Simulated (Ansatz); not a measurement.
Molecule: sum formula BNHBr2 (charge 0, doublet). It need not be the lowest isomer of its formula. 
Geometry from a B3LYP-D3(BJ)/def2-TZVP (Ansatz, a program for electronic structure) optimisation:
SMILES: [NH]B(Br)Br
```xyz
5

N     -1.8035    -0.8832     0.3167
B     -0.5887    -0.2842     0.0673
Br    -0.4535     1.6403     0.1387
Br     0.9707    -1.3901    -0.2023
H     -2.5350    -1.1545    -0.3275
```
Charge 0, spin multiplicity 2.

Dipole moments at this geometry, in debye (magnitudes).

```tsv
level	program	dipole (D)
SVWN5/def2-TZVPD	Ansatz	1.36
BLYP/def2-TZVPD	Ansatz	1.38
revPBE/def2-TZVPD	Ansatz	1.44
r2SCAN/def2-TZVPD	Ansatz	1.62
PBE0/def2-TZVPD	Ansatz	1.68
r2SCANh/def2-TZVPD	Ansatz	___
r2SCAN0/def2-TZVPD	Ansatz	1.76
CAM-B3LYP/def2-TZVPD	Ansatz	1.73
wB97X-V/def2-TZVPD	Ansatz	1.77
CCSD(T)/aug-cc-pVDZ	Ansatz	___
```

### Question
What belongs in the gaps?

### Answer

- r2SCANh/def2-TZVPD, dipole (D): 1.68
- CCSD(T)/aug-cc-pVDZ, dipole (D): 1.73
